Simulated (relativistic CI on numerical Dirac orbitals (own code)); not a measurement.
**Ligand-field terms of d3**

Computed with a parametric ligand-field model of a d^n configuration (Racah B and C, spin-orbit zeta, crystal field), exact diagonalisation.

Field parameters in Wybourne normalisation: Td as Oh with Dq negative (B⁴₀ = 21Dq, B⁴₄ = √(5/14) B⁴₀). The field is a parameter set, without covalency.

B = 350 cm⁻¹, C = 1500 cm⁻¹ (C/B = 4.29), Td, no spin-orbit coupling. Tanabe-Sugano data, E/B above the lowest term (Δ = |10Dq|; b, c mark the second and third term of a kind):

| Δ/B | 4T1 | 4T2 | 4A2 | 4T1(b) | 2E | 2T1 | 2T2 |
| --- | --- | --- | --- | --- | --- | --- | --- |
| 1.0 | 0.00 | 0.81 | 1.81 | 15.62 | 17.17 | 17.44 | 17.24 |
| 2.8 | 0.00 | 2.31 | 5.11 | 16.83 | 16.49 | 17.99 | 17.78 |
| 4.6 | 0.00 | 3.87 | 8.47 | 18.14 | 15.12 | 18.18 | 18.14 |
| 6.4 | 0.00 | 5.46 | 11.86 | 19.52 | 13.54 | 18.21 | 18.36 |
| 8.2 | 0.00 | 7.09 | 15.29 | 20.97 | 11.87 | 18.19 | 18.48 |
| 10.0 | 0.00 | 8.74 | 18.74 | 22.47 | 10.16 | 18.13 | 18.56 |
| 11.8 | 0.00 | 10.41 | 22.21 | 24.01 | 8.43 | 18.07 | 18.59 |
| 13.6 | 0.00 | 12.09 | 25.69 | 25.59 | 6.69 | 18.01 | 18.61 |
| 15.4 | 0.00 | 13.80 | 29.20 | 27.19 | 4.94 | 17.95 | 18.62 |
| 17.2 | 0.00 | 15.51 | 32.71 | 28.82 | 3.18 | 17.90 | 18.62 |
| 19.0 | 0.00 | 17.23 | 36.23 | 30.46 | 1.42 | 17.85 | 18.61 |
| 20.8 | 0.35 | 19.31 | 40.11 | 32.48 | 0.00 | 18.15 | 18.95 |

The ground term changes from 4T1 to 2E between Δ/B = 19.0 and 20.8.
